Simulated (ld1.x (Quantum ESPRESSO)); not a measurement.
# Scattering properties, ultrasoft potential for osmium (Os)

| Property | Result |
| --- | --- |
| Element | osmium |
| Generator | ld1.x (Quantum ESPRESSO) 7.5 |
| Type | ultrasoft |
| Functional | PBEsol |
| Relativity | scalar-relativistic |
| Frozen core | [Xe] 4f14 |
| Valence charge | 8 |
| Reference configuration | 5d6 6s1.75 6p0.25 |
| Partial waves | 6s (bound): rcut 2.10, rcutus 2.50 bohr; 6s channel at 0.35 Ry: rcut 2.10, rcutus 2.50 bohr; 6p (bound): rcut 2.40, rcutus 3.05 bohr; 6p channel at 0.65 Ry: rcut 2.40, rcutus 3.05 bohr; 5d (bound): rcut 1.90, rcutus 2.00 bohr; 5d channel at 0.25 Ry: rcut 1.90, rcutus 2.00 bohr |
| Local potential | all-electron potential smoothed inside 1.55 bohr (lloc = -1) |
| Core correction | a·sin(br)/r model core, default radius (core density twice the valence density) |
| Augmentation charge | PSQ, radius 1.95 bohr |

The phase is arctan(r·u′/u) with u = r·R(r), unwrapped; energies in Ry, scanned from -2 to 5 Ry. A pole is an energy at which the radial function vanishes at the test radius. The pseudo phase is shifted by a multiple of π to meet the all-electron one at the reference energy, and phase errors are pseudo minus all-electron; the curves can meet again beyond the range given. Levels narrower than the energy grid can be missing from the lists of poles.

| channel | radius (bohr) | reference energy (Ry) | poles, all-electron | poles, pseudo | unbroken range about the reference energy with phases within 0.05 rad | phase error 1 Ry above the reference energy (rad) |
| --- | --- | --- | --- | --- | --- | --- |
| s | 3.28 | -0.48 | 0.35 | 0.35 | below 2.5 | -0.000 |
| p | 3.28 | -0.11 | 1.45 | 1.45 | below 3.2 | -0.000 |
| d | 3.28 | -0.49 | -0.34, 3.43 | -0.34, 3.42 | the whole range | -0.000 |

Note: ghost states, extra bound levels that the all-electron valence spectrum of the same l lacks: s at -159.2 eV, p at -42.2 eV. A true bound ghost makes a file unfit for plane-wave use.

Phases in the d channel:

```tsv
E (Ry)	all-electron	pseudo
-2.00	1.349	1.349
-1.76	1.332	1.332
-1.52	1.309	1.309
-1.28	1.275	1.275
-1.04	1.215	1.215
-0.80	1.056	1.056
-0.56	-0.499	-0.499
-0.32	-1.598	-1.598
-0.08	-1.747	-1.747
0.16	-1.832	-1.832
0.40	-1.915	-1.915
0.64	-2.027	-2.027
0.88	-2.212	-2.213
1.12	-2.587	-2.588
1.36	-3.307	-3.309
1.60	-3.959	-3.961
1.84	-4.276	-4.277
2.08	-4.434	-4.435
2.32	-4.527	-4.528
2.56	-4.588	-4.589
2.80	-4.633	-4.634
3.04	-4.667	-4.668
3.28	-4.696	-4.698
3.52	-4.721	-4.723
3.76	-4.745	-4.747
4.00	-4.768	-4.771
4.24	-4.791	-4.795
4.48	-4.817	-4.823
4.72	-4.847	-4.855
4.96	-4.883	-4.897
```
